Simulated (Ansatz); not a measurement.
```yaml
crystal:
  periodic: [false, false, false]
  atoms:
    - {symbol: F, position_ang: [-1.825156, -1.086301, 1.132958]}
    - {symbol: C, position_ang: [-0.560276, -0.636183, 0.950903]}
    - {symbol: F, position_ang: [0.263948, -1.718772, 0.974779]}
    - {symbol: C, position_ang: [-0.458652, 0.054411, -0.383343]}
    - {symbol: C, position_ang: [0.926183, 0.580377, -0.653628]}
    - {symbol: F, position_ang: [0.951253, 1.189930, -1.863374]}
    - {symbol: F, position_ang: [1.255835, 1.514632, 0.279328]}
    - {symbol: H, position_ang: [-0.298196, 0.001270, 1.799962]}
    - {symbol: H, position_ang: [-1.159637, 0.891573, -0.409537]}
    - {symbol: H, position_ang: [-0.732004, -0.657757, -1.165007]}
    - {symbol: H, position_ang: [1.702002, -0.190281, -0.642440]}
basis:
  gaussian: {orbitals: ANO-RCC-VTZP}
hamiltonian: {xc: {name: r2SCAN}}
scf: {max_iter: 3}
output: {forces: true}
```

```sh
$ ansatz run in.yaml --threads 4 --pin off --events-out ev --progress --plain --max-ram 11315MiB
```

Output, abridged:

```
Error: invalid value for `basis.gaussian`: such a run doesn't read scf.max_iter; remove what it names
```

In this input the input holds a key that doesn't belong there. The program refused the input.
